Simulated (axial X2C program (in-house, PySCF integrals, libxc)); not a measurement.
# Spin–orbit effects along a row: molecules with Ca, MP2

All values come from calculations with an axial X2C code built on PySCF integrals, spin-free (one-electron X2C) or two-component (2c: spin–orbit coupling with atomic mean-field Coulomb and Gaunt terms, which also bring small scalar terms), in Dyall basis sets with cores contracted in-house; open shells are unrestricted.

Basis sets: Ca dyall-cv3z, Cd dyall-cv3z, I dyall-cv3z, Rb dyall-cv3z, Sr dyall-cv3z, Te dyall-cv3z. Frozen shells (counts by l): RbCa Rb 3s2p1d, Ca 3s2p, 11 electrons correlated; CaSr Sr 4s3p1d, Ca 3s2p, 4 electrons correlated; CaCd Cd 4s3p1d, Ca 3s2p, 14 electrons correlated; CaTe Te 4s3p2d, Ca 3s2p, 8 electrons correlated; CaI I 4s3p2d, Ca 3s2p, 9 electrons correlated. Where the outer core of a metal is frozen, bonds come out longer and ionisation energies lower. Frozen cores can differ along the series, which adds to the trend.

```json
{"molecule": "RbCa", "spin-free state": "M_S = 1/2, Λ = 0", "Re (Å)": "4.495", "ωe (cm⁻¹)": "48.0", "De (eV)": "0.02", "2c state": "Ω = 1/2", "Re 2c (Å)": "4.497", "ωe 2c (cm⁻¹)": "48.1", "De 2c (eV)": "0.02"}
{"molecule": "CaSr", "spin-free state": "M_S = 0, Λ = 0", "Re (Å)": "4.778", "ωe (cm⁻¹)": "42.9", "De (eV)": "0.09", "2c state": "Ω = 0", "Re 2c (Å)": "4.778", "ωe 2c (cm⁻¹)": "42.9", "De 2c (eV)": "0.09"}
{"molecule": "CaCd", "spin-free state": "M_S = 0, Λ = 0", "Re (Å)": "4.107", "ωe (cm⁻¹)": "34.7", "De (eV)": "0.06", "2c state": "Ω = 0", "Re 2c (Å)": "4.108", "ωe 2c (cm⁻¹)": "34.6", "De 2c (eV)": "0.06"}
{"molecule": "CaTe", "spin-free state": "M_S = 0, Λ = 0", "Re (Å)": "2.738", "ωe (cm⁻¹)": "282.2", "De (eV)": "2.34", "2c state": "Ω = 0", "Re 2c (Å)": "2.750", "ωe 2c (cm⁻¹)": "273.5", "De 2c (eV)": "2.08"}
{"molecule": "CaI", "spin-free state": "M_S = 1/2, Λ = 0", "Re (Å)": "2.901", "ωe (cm⁻¹)": "230.2", "De (eV)": "3.20", "2c state": "Ω = 1/2", "Re 2c (Å)": "2.903", "ωe 2c (cm⁻¹)": "229.3", "De 2c (eV)": "2.92"}
```

Task: Work out the shifts from the spin-free to the two-component result.

Result: 

| molecule | 2c state | ΔRe (Å) | Δωe (cm⁻¹) | ΔDe (eV) |
| --- | --- | --- | --- | --- |
| RbCa | Ω = 1/2 | 0.002 | 0.1 | 0.00 |
| CaSr | Ω = 0 | 0.000 | 0.0 | 0.00 |
| CaCd | Ω = 0 | 0.001 | -0.1 | 0.00 |
| CaTe | Ω = 0 | 0.012 | -8.7 | -0.26 |
| CaI | Ω = 1/2 | 0.002 | -0.9 | -0.28 |

Shifts of one unit in the last digit are rounding.

Each entry is the lowest single determinant of a limited PBE0 search at one distance. De goes to single-determinant-based atoms at the same level (for ions the charge split of lowest energy) and is withheld (n/a) where an atom does not fit its ground term or J level. Main or longest-lived isotopes. One determinant is a doubtful description, or other states lie close, for RbCa; these need not be ground states, and all values refer to the states named.
